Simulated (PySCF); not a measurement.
A PySCF script (with the pyscf-properties extension) for the NMR shieldings of C₃H₈BClN₂, on a GFN2-xTB geometry:

```python
import basis_set_exchange as bse
import numpy as np
from pyscf import gto, dft
from pyscf.prop import nmr

atoms = """
C     2.505177    0.944628    0.714171
N     1.716664    1.763006    0.643942
B     0.489808   -1.227037   -1.019789
Cl    1.748822   -2.094922   -0.202908
N    -0.515584   -0.622752   -0.298272
C    -1.555747    0.169982   -0.918078
C    -0.642415   -0.638898    1.144452
H     3.229369    0.175950    0.777517
H     0.528592   -1.176268   -2.188080
H    -1.444830    0.152520   -1.998529
H    -2.540118   -0.225304   -0.653293
H    -1.491358    1.204063   -0.570588
H     0.124011   -1.275494    1.578849
H    -1.626961   -1.020262    1.427651
H    -0.529844    0.373122    1.541044
"""
names = dict.fromkeys(["C", "N", "B", "Cl", "H"], "pcSseg-1")
basis = {el: gto.basis.parse(bse.get_basis(n, elements=[el], fmt="nwchem")) for el, n in names.items()}
mol = gto.M(atom=atoms, basis=basis, charge=0, verbose=0)
mf = dft.RKS(mol, xc="PBE0")
mf.grids.level = 2
mf.grids.alignment = dft.numint.BLKSIZE   # the property module wants whole blocks of grid points
mf.conv_tol = 1e-9
mf.kernel()

calc = nmr.RKS(mf)   # GIAO
C = mf.mo_coeff
Co = C[:, mf.mo_occ > 0]
resp = mf.gen_response(singlet=True, hermi=2)
def vind(x):   # induced exchange potential for any number of trial vectors
    d = np.einsum("pi,xij,qj->xpq", C, 2 * x.reshape(-1, C.shape[1], Co.shape[1]), Co, optimize=True)
    return np.einsum("xpq,pi,qj->xij", resp(d - d.transpose(0, 2, 1)), C, Co, optimize=True).ravel()
mo1, _ = nmr.rhf.solve_mo1(calc, with_cphf=vind)
sigma = calc.kernel(mo1)
for i, s in enumerate(sigma):   # ppm
    w = np.linalg.eigvalsh((s + s.T) / 2)
    print("%2d %-2s iso %8.1f  s11 %8.1f  s22 %8.1f  s33 %8.1f" % (i, mol.atom_pure_symbol(i), w.mean(), *w))
```

**Question.** Give the expected output.

**Answer.** 
```
 0 C  iso     72.2  s11    -36.1  s22    -27.5  s33    280.1
 1 N  iso    -37.4  s11   -224.3  s22   -214.2  s33    326.3
 2 B  iso     69.2  s11     38.1  s22     71.9  s33     97.7
 3 Cl iso    839.5  s11    638.3  s22    879.3  s33   1000.8
 4 N  iso    132.7  s11      5.6  s22    173.7  s33    218.7
 5 C  iso    142.3  s11    119.3  s22    122.4  s33    185.2
 6 C  iso    146.8  s11    124.1  s22    136.8  s33    179.5
 7 H  iso     29.1  s11     21.7  s22     28.1  s33     37.4
 8 H  iso     26.7  s11     23.5  s22     27.4  s33     29.3
 9 H  iso     28.3  s11     24.2  s22     26.9  s33     33.6
10 H  iso     28.9  s11     25.0  s22     26.4  s33     35.4
11 H  iso     28.7  s11     24.5  s22     27.0  s33     34.5
12 H  iso     27.6  s11     22.4  s22     30.0  s33     30.3
13 H  iso     29.3  s11     25.2  s22     26.9  s33     35.9
14 H  iso     28.8  s11     24.7  s22     27.3  s33     34.3
```

These numbers come from an equivalent density-fitted implementation of the same equations, which agrees with the script to about 0.01 ppm for H and up to a few tenths of a ppm for heavy atoms, so last digits may differ.

Size and cost of the density-fitted run: 166 basis functions, 49 s wall time on 1 thread of an Arm Neoverse N1, shared host; peak memory 0.73 GiB.
